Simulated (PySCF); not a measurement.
An equivalent PySCF input for Xe⁺ (xenon, charge +1), [Kr] 4d10 5s2 5p5, 2P determinant, with the spin-free X2C one-electron Hamiltonian (Gaussian nucleus):

```python
from pyscf import gto, scf, dft, mp, cc
import basis_set_exchange as bse
mol = gto.M(atom="Xe 0 0 0", charge=1, spin=1, symmetry="D2h",
            basis=gto.basis.parse(bse.get_basis("x2c-TZVPPall", elements=["Xe"], fmt="nwchem", augment_diffuse=1)),
            nucmod="G")
mf = dft.UKS(mol, xc="HYB_GGA_XC_B97_3").sfx2c1e()
mf.irrep_nelec = {'Ag': (9, 9), 'B1g': (2, 2), 'B2g': (2, 2), 'B3g': (2, 2), 'B1u': (4, 4), 'B2u': (4, 4), 'B3u': (4, 3)}
mf.kernel()
```

It reaches the same state as the run whose output follows, with an energy that differs only through the grid. The run itself started from symmetry-adapted Hartree-Fock orbitals and held the occupation by maximum overlap, on a logarithmic radial grid, so the iterations belong to that start.

```
SCF conv_tol = 1e-09
number electrons alpha = 27  beta = 26
XC functionals = HYB_GGA_XC_B97_3
    T. W. Keal and D. J. Tozer.,  J. Chem. Phys. 123, 121103 (2005)
cycle= 1 E= -7445.5813464984  delta_E= -0.00847  |g|= 0.0287  |ddm|= 0.221
cycle= 2 E= -7445.58150460113  delta_E= -0.000158  |g|= 0.0173  |ddm|= 0.05
cycle= 3 E= -7445.58155365854  delta_E= -4.91e-05  |g|= 0.00311  |ddm|= 0.0195
cycle= 4 E= -7445.58155512992  delta_E= -1.47e-06  |g|= 0.000261  |ddm|= 0.00191
cycle= 5 E= -7445.58155518325  delta_E= -5.33e-08  |g|= 2.02e-05  |ddm|= 0.000462
cycle= 6 E= -7445.58155518346  delta_E= -2.1e-10  |g|= 2.63e-06  |ddm|= 4.55e-05
converged SCF energy = -7445.58155518346  <S^2> = 0.7526735  2S+1 = 2.0026717
```
